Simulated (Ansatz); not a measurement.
A nudged elastic band was laid between two geometries of C2H7BOS (12 atoms, charge 0, multiplicity 1).

All numbers below come from Ansatz 0.2.0, RKS PBE-D4/def2-mTZVP.

```yaml
movable_images: 7
climbing_image: yes
spring: 5.0 eV/Å²
optimiser: quadratic models (default)
start_path: IDPP
force_threshold: 0.05 eV/Å
iteration_limit: 6
end_points: relaxed
```

Image 0:

```xyz
12
Properties=species:S:1:pos:R:3
C -0.809 0.611 0.987
C 0.278 -0.300 0.428
S 1.851 0.714 0.276
B 0.139 -0.769 -1.074
O -0.758 -0.234 -1.956
H -0.566 0.968 1.998
H -0.964 1.506 0.362
H -1.765 0.068 1.047
H 0.483 -1.120 1.130
H 2.666 -0.316 -0.092
H 0.857 -1.629 -1.516
H -1.335 0.446 -1.556
```

Image 8:

```xyz
12
Properties=species:S:1:pos:R:3
C -1.058 0.299 1.033
C 0.228 -0.225 0.375
S 1.464 1.176 0.349
B -0.076 -0.772 -1.085
O 0.350 -0.121 -2.193
H -0.874 0.642 2.061
H -1.488 1.138 0.466
H -1.814 -0.499 1.067
H 0.645 -1.015 1.020
H 2.567 0.410 0.104
H -0.735 -1.769 -1.245
H 0.868 0.680 -1.918
```

Question: Which bonds break or form, and what moves?

Answer: No bond is made or broken. The dihedral C1–C2–B4–H11 goes from -170 to -68°.

Question: What energy profile does the band end with?

Answer: It converged. The highest image is number 3 of 0 to 8, 0.050 eV above the first end and 0.148 eV above the last; the last end lies 0.098 eV below the first. Another band between the same ends (7 images) ends at a top of the same energy, where a vibrational analysis finds 1 clearly imaginary mode.

```csv
image,path coordinate (Å),energy (eV),dihedral C1–C2–B4–H11 (°)
0,0.00,0.000,-170
1,0.44,0.012,-159
2,0.88,0.037,-146
3,1.33,0.050,-133
4,1.76,0.036,-120
5,2.19,-0.002,-107
6,2.62,-0.050,-94
7,3.05,-0.085,-81
8,3.48,-0.098,-68
```

Question: What is the geometry of the highest image?

Answer: 
```xyz
12
Properties=species:S:1:pos:R:3
C -0.908 0.448 1.027
C 0.284 -0.306 0.437
S 1.713 0.904 0.351
B 0.082 -0.832 -1.047
O -0.418 -0.052 -2.047
H -0.683 0.847 2.027
H -1.217 1.298 0.397
H -1.773 -0.225 1.119
H 0.581 -1.108 1.127
H 2.617 0.056 -0.223
H 0.374 -1.956 -1.367
H -0.574 0.872 -1.766
```

Run time: 61 s on 2 threads of INTEL(R) XEON(R) PLATINUM 8581C CPU @ 2.10GHz (Emerald Rapids), on a shared host, peak memory 0.19 GiB.
